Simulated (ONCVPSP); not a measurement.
How hard is this W ONCV potential?

W, optimised norm-conserving Vanderbilt (ONCV), made with ONCVPSP 4.0.1 (PBEsol, scalar-relativistic). Core [Kr] 4d10, reference 4f14 5s2 5p6 5d4 6s2. Waves: 5s+6s: rc 1.60 bohr, ncon 3, nbas 7, qcut 7.9 1/bohr, 3 projectors, debl 3.4 Ha; 5p: rc 1.65 bohr, ncon 4, nbas 8, qcut 9.2 1/bohr, 2 projectors, debl 2.3 Ha; 5d: rc 2.45 bohr, ncon 3, nbas 6, qcut 6.5 1/bohr, 1 projector; 4f: rc 0.75 bohr, ncon 4, nbas 9, qcut 20.6 1/bohr, 2 projectors, debl 2.3 Ha. Local part: polynomial inside 0.70 bohr (lpopt 2, dvloc0 0 Ha). Core correction: Teter function, fcfact 2.25, rcfact 1.5.

Q: For each optimised wave give the share of its norm inside rc, the residual kinetic energy above qcut (Ha) and the cutoffs (Ha) for errors of 10, 1, 0.1 and 0.01 mHa per electron.

A:

| wave | norm inside rc | residual KE | 10 mHa | 1 mHa | 0.1 mHa | 0.01 mHa |
| --- | --- | --- | --- | --- | --- | --- |
| 5s | 0.924 | 1.9e-06 | 17.2 | 21.9 | 25.6 | 28.8 |
| 6s | 0.051 | 8.8e-07 | 13.6 | 19.8 | 24.5 | 27.9 |
| s projector 3 | 0.081 | 1.0e-05 | 18.2 | 23.7 | 27.8 | 31.3 |
| 5p | 0.834 | 1.1e-07 | 18.5 | 26.2 | 31.7 | 35.9 |
| p projector 2 | 0.044 | 1.2e-07 | 7.8 | 22.9 | 29.8 | 35.0 |
| 5d | 0.725 | 8.5e-08 | 10.0 | 13.0 | 15.5 | 17.6 |
| 4f | 0.751 | 3.0e-04 | 179.2 | 200.0 | 407.6 | 648.6 |
| f projector 2 | 0.022 | 2.4e-05 | 145.2 | 176.4 | 199.4 | 248.2 |

The occupied waves need 200 Ha and 408 Ha for 1 and 0.1 mHa. Note: no bound ghost flagged; GHOST(+) flagged for s at 45.3 eV, p at 194.9 eV. Its largest configuration-test error is -343 meV.
